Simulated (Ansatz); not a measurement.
Reaction (ligand exchange at the Al–C bond): `C/[C]([AlH2])=C\O` + `[SiH3][SeH]` → `[AlH2][Se][SiH3]` + `C/C=C/O`

Gas-phase electronic energies from Ansatz, PBE0-D4/def2-TZVP geometries. CBS: MP2 limit from def2 TZ/QZ plus the TZ coupled-cluster correction, frozen cores. Double bonds are as drawn, so ΔE can hold a change between cis and trans. Functionals use def2-TZVPP. B3LYP here is the variant with VWN-RPA as its local correlation; programs differ in this. For Se outer-core shells are correlated without core-valence functions, which leaves a few kJ/mol of doubt a bond. Scalar relativity is left out up to krypton. Each species was taken in one conformer, which may not be the lowest.

Is it downhill or uphill in electronic energy at CCSD(T)/CBS, and by how much? (An estimate is asked.)

Ansatz gave: Downhill: ΔE = -26.6 kcal/mol.

What do these levels give: LDA (SPW92), B3LYP-D4, ωB97M-V, PBE, r2SCANh, SCS-MP2/def2-TZVPP? (Best estimate.)

Computed: LDA (SPW92) -23.7, B3LYP-D4 -25.2, ωB97M-V -25.5, PBE -25.1, r2SCANh -26.1, SCS-MP2/def2-TZVPP -26.1 kcal/mol.

Largest T1 diagnostic among the species: 0.012.

From r2SCAN to r2SCAN0 (25 % exact exchange), in def2-TZVPP and without D4, ΔE moves by −1.1 kcal/mol. In def2-TZVPP, CCSD(T) changes the Hartree–Fock value by +2.9 kcal/mol (the triples alone add +0.5 kcal/mol) and MP2 by +2.5 kcal/mol. At CCSD(T), def2-SVP lies +1.1 kcal/mol from the extrapolated value and def2-TZVPP +0.8 kcal/mol.
